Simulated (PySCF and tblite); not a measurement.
Values are calculated unless marked as measured or tabulated.
Stationary points of C2H7NSi at PBE0-D3(BJ)/def2-SVP, in Å:

Structure A

```
 1 Si    1.596    0.528    0.293
 2 N    -0.004   -0.002   -0.004
 3 C    -1.284    0.289   -0.539
 4 C    -0.980   -1.022    0.111
 5 H     2.296   -0.589    0.994
 6 H     2.334    0.858   -0.970
 7 H     1.643    1.756    1.151
 8 H    -1.921    1.007   -0.001
 9 H    -1.395    0.321   -1.633
10 H    -0.879   -1.913   -0.526
11 H    -1.405   -1.226    1.104
```

Structure B

```
 1 Si    1.512    0.481    0.259
 2 N     0.153   -0.300   -0.492
 3 C    -1.175    0.235   -0.648
 4 C    -0.931   -0.978    0.172
 5 H     2.507   -0.565    0.633
 6 H     2.106    1.435   -0.722
 7 H     1.136    1.247    1.500
 8 H    -1.446    1.161   -0.122
 9 H    -1.623    0.136   -1.645
10 H    -1.200   -1.964   -0.224
11 H    -1.034   -0.885    1.262
```

Level: PBE0/pcSseg-2 + D3(BJ) on PBE0-D3(BJ)/def2-SVP stationary points, with GFN2-xTB thermal terms.

Q: Which structure is a saddle point, and along which motion?

A: A: one imaginary mode (194i cm⁻¹ at GFN2-xTB, mostly on N2), along the pyramidal inversion at N2.

Q: Give their symmetry and energies above the lowest.

A: A Cs, 3.7 kcal/mol; B Cs, 0.0 kcal/mol.
